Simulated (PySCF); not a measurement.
# Unknown compound

An unknown has the formula C₅H₈ClF₃Si. Its calculated NMR data are:

¹H NMR (400 MHz, computed): δ 6.39 (s, 1H), 4.03 (d, 3H), 2.41 (m, 1H), 2.05 (s, 3H).

¹³C{¹H} NMR (computed): δ 139.1, 136.7, 128.9, 40.6, 21.5.

[PySCF 2.14.0 with density-fitted response routines: GFN2-xTB structure; GIAO PBE0/pcSseg-1 shieldings; single conformer; in vacuum; non-relativistic; fast rotation and ring inversion assumed for equivalent nuclei]

δ = σ(ref) − σ, references computed at the same level: ¹H (σ = 31.72 ppm) and ¹³C (σ = 186.93 ppm) against TMS.

Q: Choose the structure that fits.
A. C/C=C(/Cl)C[SiH2]C(F)(F)F
B. C/C(=C\Cl)[C@@H]([SiH3])C(F)(F)F
C. FC(F)(F)[SiH2]C1(Cl)CCC1
D. C/C=C(\CCl)[SiH2]C(F)(F)F

A: B. 

The formula gives 1 degree of unsaturation (no ring in the answer). 5 carbon signals for 5 carbons: no two carbons are equivalent. Carbon types of the structure: 2 × C, 2 × CH, 1 × CH3, leaving 3 H on heteroatoms. δC 139.1: fully substituted alkene carbon; an sp2 carbon of a C=C bond. δC 136.7: CF3 carbon; 3 electronegative neighbours deshield it. δC 128.9: alkene CH; the olefinic region. δC 21.5: allylic methyl carbon; saturated and bonded to C and H only. δH 2.05: hydrogen on an allylic methyl carbon; allylic position.

The others: C/C=C(\CCl)[SiH2]C(F)(F)F has carbons computed at 152.1, 140.0, 136.0, 52.3, 18.8, with a different DEPT pattern; FC(F)(F)[SiH2]C1(Cl)CCC1 would give 4 carbon signals, not 5; C/C=C(/Cl)C[SiH2]C(F)(F)F has carbons computed at 139.7, 139.7, 129.4, 21.4, 16.8, with a different DEPT pattern.

Carbons that carry Cl, above all several Cl atoms, come out too deshielded, partly because spin–orbit coupling is missing. Splittings by ¹⁹F in the carbon and heteronuclear signals aren't shown, as no couplings were computed. Shifts are as computed. Against solution values, carbons near 30 ppm lie about +3 ppm off and those near 130 ppm about +5 ppm; carbons on Cl a further +6 ppm. Of 1309 compounds with measured shifts, 239 miss one by over three times the rms of a fit or turn the order of signals round; such compounds aren't used in these exercises. No couplings were computed; multiplicities are counted from neighbouring protons, with m where these are inequivalent, close in shift, in a saturated or five-membered ring or joined by F or P, and br s for small geminal =CH2 splittings.
